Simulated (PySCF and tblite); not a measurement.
The numbers below are computed, except where a source is named.
C₅H₄O₂, numbered as in [O:1]=[CH:2][c:3]1[cH:4][cH:5][o:6][cH:7]1. Level: B3LYP-D3(BJ)/def2-TZVP (IEF-PCM, chloroform)//PBE0-D3(BJ)/def2-SVP, thermal terms from GFN2-xTB, symmetry numbers and mirror pairs counted. Conformers within 3 kcal/mol (GFN2-xTB free energy) were kept, 8 at most. GIAO shieldings: WP04/pcSseg-1 (IEF-PCM, chloroform). Shifts are against TMS (¹H), TMS (¹³C) at the same level. Programs: PySCF with density fitting and tblite.

Torsions listed: O1–C2–C3–C4.

```
conformer  shape  point group  mirror pair  ΔE(DFT)  Δ(G−E) at 220 K  δ C7 (ppm)
        1     0°           Cs           no     0.00             0.00       159.3
        2  -179°           Cs           no     1.26             0.04       154.7
```

Energies in kcal/mol; the thermal term leaves out symmetry numbers and mirror images.

Q: Work out the weights at 220 K and the ¹³C shift of C7 under fast exchange.

A: RT = 0.437 kcal/mol. Each conformer gets RT ln(σ/g), with σ the rotational symmetry number and g = 2 for a mirror pair: 1: σ = 1, g = 1, G = 0.00 + 0.00 + 0.00 = 0.00, 0.00 above the lowest, exp(−ΔG/RT) = 1.000; 2: σ = 1, g = 1, G = 1.26 + 0.04 + 0.00 = 1.30, 1.30 above the lowest, exp(−ΔG/RT) = 0.051. The sum is 1.051, so the weights are 95.2, 4.8 %. The averaged shift is 159.0 ppm. At 298.15 K it is 158.8 ppm. At 298.15 K the leading conformer alone gives 159.3 ppm and bare DFT energies give 158.8 ppm.
